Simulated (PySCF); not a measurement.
MBe for M along the third period

PBE0 with double-zeta basis sets in PySCF, for the lowest determinant that a PBE0 search found; no spin–orbit coupling. De refers to high-spin ground-configuration atoms. A positive dipole means M(−)Be(+).

| M | basis | state (unpaired electrons) | Re (Å) | ωe (cm⁻¹) | De (eV) | μ (D) |
| --- | --- | --- | --- | --- | --- | --- |
| Na | aug-cc-pVDZ | doublet (σ ↑) | 2.898 | 214 | 0.36 | -2.75 |
| Mg | def2-SVPD | singlet (closed shell) | 3.056 | 171 | 0.19 | -0.62 |
| Al | 6-31G(d,p) | doublet (π ↑) | 2.423 | 393 | 0.78 | 0.70 |
| Si | aug-cc-pVDZ/aug-cc-pV(D+d)Z | triplet (π ↑↑) | 2.124 | 579 | 1.64 | 1.82 |
| P | pcseg-1 | quartet (σ ↑, π ↑↑) | 2.079 | 611 | 1.46 | 0.66 |
| S | def2-SVP | singlet (closed shell) | 1.753 | 1010 | 3.42 | 5.11 |
| Cl | def2-SVP | doublet (σ ↑) | 1.838 | 812 | 4.17 | 0.89 |

The shortest bond is that of BeS (1.753 Å), the longest that of MgBe (3.056 Å). BeCl is bound most strongly (4.17 eV) and MgBe least (0.19 eV).

The rows differ in basis set, which adds steps of its own.

The state changes along the series, so neighbouring rows are not always alike in their bonding.

Closed-shell solutions of metal pairs were not tested for spin polarisation, which can lower them a little. Weak bonds: MgBe, NaBe. Basis-set superposition, not corrected here, can be much of De in a small basis, most of all at correlated wavefunction levels. Functionals without a dispersion term scatter widely for such bonds, and LDA overbinds them. States were picked by a PBE0 search and need not be the measured ground states.
